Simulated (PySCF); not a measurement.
Job file and geometry (Å, from GFN2-xTB) of an NMR shielding run on SMILES S1CCB(N)C1, C3H8BNS, PySCF 2.14.0, density-fitted response routines, GIAO PBE0/pcSseg-1 NMR shielding, non-relativistic, gas phase; density fitting, a coarse starting grid and PySCF grid level 2 are the driver's defaults:

```
$ OMP_NUM_THREADS=1 python probes_run.py task.json out

{"job": {"kind": "nmr", "xc": "PBE0", "basis": "pcSseg-1"}, "charge": 0, "multiplicity": 1}
N     -1.865913    -0.941205    -0.103268
B     -0.686758    -0.228132    -0.118077
C      0.770254    -0.868132    -0.105180
C      1.731558     0.217115     0.369524
S      1.136391     1.812955    -0.294442
C     -0.633805     1.361039    -0.161852
H     -1.909660    -1.945824    -0.068392
H     -2.776422    -0.513718    -0.130943
H      1.040739    -1.156009    -1.125188
H      0.880743    -1.759350     0.514759
H      1.731197     0.294901     1.458302
H      2.753677     0.083930     0.020299
H     -1.140851     1.807934    -1.016241
H     -1.031829     1.834021     0.738533
```

Question: What does the program print?

Answer: 
```
coarse grid: 11992 points
cycle   1  E = -596.4817094309  dE =  6.638e-01  |g| = 4.401e-01  |ddm| = 3.341e+00
cycle   2  E = -596.4774989545  dE =  4.210e-03  |g| = 4.830e-01  |ddm| = 8.221e-01
cycle   3  E = -596.5319669977  dE = -5.447e-02  |g| = 5.117e-02  |ddm| = 4.248e-01
cycle   4  E = -596.5325965599  dE = -6.296e-04  |g| = 1.980e-02  |ddm| = 8.944e-02
cycle   5  E = -596.5326830017  dE = -8.644e-05  |g| = 5.001e-03  |ddm| = 2.449e-02
cycle   6  E = -596.5326883323  dE = -5.331e-06  |g| = 1.294e-03  |ddm| = 5.817e-03
final grid: 110552 points
cycle   7  E = -596.5658211074  dE = -2.698e-05  |g| = 9.808e-03  |ddm| = 2.625e-02
cycle   8  E = -596.5658036509  dE =  1.746e-05  |g| = 1.286e-02  |ddm| = 1.962e-02
cycle   9  E = -596.5658447194  dE = -4.107e-05  |g| = 5.681e-04  |ddm| = 1.211e-02
cycle  10  E = -596.5658447942  dE = -7.481e-08  |g| = 2.081e-04  |ddm| = 7.673e-04
cycle  11  E = -596.5658448034  dE = -9.149e-09  |g| = 5.543e-05  |ddm| = 1.626e-04
cycle  12  E = -596.5658448040  dE = -6.055e-10  |g| = 2.007e-05  |ddm| = 6.012e-05
converged SCF energy = -596.5658448040

GIAO shielding tensors (ppm)
atom      isotropic    diamagn.    paramagn.     s11        s22        s33       span
  0 N      168.109     314.575    -146.466     81.131    206.880    216.317    135.186
  1 B       50.572     190.003    -139.431     25.784     33.658     92.273     66.489
  2 C      161.589     251.206     -89.616    142.997    167.835    173.935     30.938
  3 C      147.869     248.709    -100.841    111.493    160.286    171.827     60.334
  4 S      502.675    1055.278    -552.603    255.075    496.140    756.810    501.735
  5 C      162.340     254.111     -91.771    137.427    167.544    182.048     44.621
  6 H       27.597      29.848      -2.251     21.903     25.212     35.677     13.774
  7 H       27.799      29.479      -1.680     22.215     25.394     35.787     13.572
  8 H       30.428      30.452      -0.024     25.979     28.591     36.714     10.735
  9 H       30.505      31.042      -0.537     25.616     28.805     37.095     11.479
 10 H       28.736      30.270      -1.534     22.444     27.974     35.790     13.347
 11 H       28.989      29.497      -0.508     23.665     26.693     36.609     12.944
 12 H       29.699      30.640      -0.941     24.233     28.263     36.603     12.370
 13 H       29.341      30.548      -1.208     22.834     28.310     36.878     14.045
```

Size and cost of the density-fitted run: 149 basis functions, 30 s wall time on 1 thread of an Arm Neoverse N1, shared host; peak memory 0.71 GiB.
